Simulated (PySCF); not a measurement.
Isomers of C2H7Ge (doublet state), mass 104.976 u with the commonest isotopes. The calculation used PBE0-D3(BJ)/def2-SVP geometry optimisation, gas phase (PySCF 2.14.0). One conformer each, none proved a minimum here; rigid rotors.

Question: Order these by radius of gyration √(Σ m r²/M), largest first.
A. `[CH2:1][CH2:2][GeH3:3]` (doublet state) with H–C1–C2–Ge3 85° and -84°
B. `[CH3:1][CH2:2][GeH2:3]` (doublet state) with C1–C2–Ge3–H -58° and 63°
C. `C[CH][GeH3]` [radical]

Answer: C (1.241 Å), B (1.218 Å), A (1.191 Å).

Question: Order these by rotational constant B, smallest first.
A. `[CH2:1][CH2:2][GeH3:3]` (doublet state) with H–C1–C2–Ge3 85° and -84°
B. `C[CH][GeH3]` [radical]
C. `[CH3:1][CH2:2][GeH2:3]` (doublet state) with C1–C2–Ge3–H -58° and 63°

Answer: B (3396 MHz), C (3596 MHz), A (3789 MHz).

Question: Order these by rotational constant A, largest first.
A. `[CH3:1][CH2:2][GeH2:3]` (doublet state) with C1–C2–Ge3–H -58° and 63°
B. `C[CH][GeH3]` [radical]
C. `[CH2:1][CH2:2][GeH3:3]` (doublet state) with H–C1–C2–Ge3 85° and -84°

Answer: B (28736 MHz), A (23502 MHz), C (22839 MHz).

| SMILES | point group | Ia (u·Å²) | Ib (u·Å²) | Ic (u·Å²) | κ | μa (D) | μb (D) | μc (D) |
| --- | --- | --- | --- | --- | --- | --- | --- | --- |
| C[CH2][GeH2] | – | 21.50 | 140.52 | 149.29 | -0.98 | 0.92 | 0.32 | 0.00 |
| [CH2][CH2][GeH3] | near Cs | 22.13 | 133.38 | 142.44 | -0.98 | 0.25 | 0.33 | 0.00 |
| C[CH][GeH3] | – | 17.59 | 148.82 | 157.05 | -0.99 | 0.93 | 0.13 | 0.05 |
